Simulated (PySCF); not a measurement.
Distorted geometries of [Yb(NH3)3]2+

[Yb(NH3)3]2+ (singlet in the valence; each metal's 4f electrons, 14 of them, lie in its core potential, out of spins and levels). PySCF 2.14.0, RKS PBE0, Yb lcecp-0-SVP with ECP60, N def2-SVP, H def2-SVP; non-relativistic Hamiltonian with scalar-relativistic core potentials where named; density fitting; no spin-orbit coupling. Relaxed geometry:

```xyz
13

Yb    0.0000    0.0000    0.0000
N     2.5693    0.0001    0.0000
H     3.0028   -0.4657    0.8066
H     3.0028   -0.4657   -0.8066
H     3.0029    0.9313    0.0000
N    -1.2847    2.2250    0.0000
H    -1.0981    2.8333    0.8066
H    -1.0981    2.8333   -0.8066
H    -2.3080    2.1349    0.0000
N    -1.2846   -2.2251    0.0000
H    -1.9047   -2.3676    0.8066
H    -1.9047   -2.3676   -0.8066
H    -0.6949   -3.0662    0.0000
```

**Question.** Order these distorted geometries by energy above the relaxed one, lowest first.
A.
```xyz
13

Yb    0.0774   -0.0278    0.0194
N     2.6497    0.0970    0.0338
H     2.9383   -0.5738    0.8549
H     3.0075   -0.4380   -0.9037
H     3.0332    0.9556    0.0402
N    -1.3132    2.2446   -0.0713
H    -1.1300    2.7139    0.8110
H    -1.0255    2.9032   -0.8416
H    -2.2546    2.2004   -0.0195
N    -1.3001   -2.1478    0.0530
H    -1.8835   -2.3627    0.7941
H    -2.0148   -2.4725   -0.7923
H    -0.7842   -3.0924    0.0220
```
B.
```xyz
13

Yb   -0.1224   -0.0930    0.0664
N     2.6611   -0.0026    0.0345
H     3.0896   -0.4566    0.7521
H     2.8958   -0.5292   -0.7052
H     3.0383    0.8739   -0.0108
N    -1.2454    2.1931    0.0131
H    -1.0891    2.7992    0.8175
H    -1.1316    2.9242   -0.9037
H    -2.3579    2.2792    0.1003
N    -1.2617   -2.0588   -0.1092
H    -1.7783   -2.4032    0.6621
H    -2.1034   -2.3743   -0.6996
H    -0.5951   -3.1518   -0.0177
```
C.
```xyz
13

Yb   -0.0032    0.0375    0.0172
N     2.5613   -0.0118    0.0106
H     3.0344   -0.4495    0.8121
H     3.0044   -0.4804   -0.7909
H     2.9857    0.9683   -0.0123
N    -1.3529    2.2089    0.0208
H    -1.1016    2.8252    0.7984
H    -1.1164    2.8044   -0.8494
H    -2.2475    2.1640   -0.0205
N    -1.3064   -2.2064   -0.0207
H    -1.9113   -2.4123    0.8099
H    -1.9064   -2.4567   -0.7814
H    -0.6403   -2.9914    0.0061
```

**Answer.** C (0.64 eV), A (1.44 eV), B (2.70 eV).

**Question.** Which forces (eV/Å) act in the one that lies 0.64 eV up?

**Answer.** 
```
Yb  -0.18 -0.24 -0.01
N    0.67  1.36 -0.05
H   -0.08  0.04  0.05
H   -0.05  0.07 -0.03
H   -0.52 -1.42  0.02
N    9.11  1.47 -1.62
H   -0.22  0.11  0.09
H   -0.32 -0.98  1.57
H   -8.55 -0.49 -0.05
N    0.44 -0.16  1.70
H    0.46  0.31 -0.56
H   -0.72 -0.10 -1.07
H   -0.03  0.03 -0.03
```
Forces carry noise of the integration grid, about 0.01 to 0.03 eV/Å.

A frequency check found unstable modes (4, the lowest at -58 cm⁻¹), so the relaxed geometry is probably a saddle point. An lcecp potential fixes the number of 4f electrons, so in runs with it no electron can move into or out of that shell.
